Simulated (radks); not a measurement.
Q: These are the eigenvalues of the occupied orbitals of an atom or ion with whole-number occupations (eV). Calculated with a radial shooting solver on a logarithmic mesh with Libxc functionals: Dirac Kohn-Sham, LDA (Slater exchange, Perdew-Wang correlation), spin-unpolarised, spherical densities, point nucleus.

| orbital | eigenvalue |
|---|---|
| 1s1/2 | -9513.272 |
| 2s1/2 | -1164.180 |
| 2p1/2 | -1027.508 |
| 2p3/2 | -1003.686 |
| 3s1/2 | -137.1748 |
| 3p1/2 | -93.9054 |
| 3p3/2 | -90.8315 |
| 3d3/2 | -19.1704 |
| 3d5/2 | -18.8097 |
| 4s1/2 | -13.1943 |
| 7p1/2 | -0.4596 |

Which element is it, and in what charge state? The configuration may be excited. Open shells, if any, fill j = l - 1/2 first.

A: Z = 30, zinc, charge 0: Zn in [Ar] 3d10 4s1 7p1. The list shows which subshells hold electrons but not how many an open one holds; the 1s level, -349.61 hartree, gives Z - s = 26.4 by -(Z - s)^2/2, which with screening and relativity narrows Z to a few neighbours, and the depths of the outer levels then fix element, charge and occupations together.
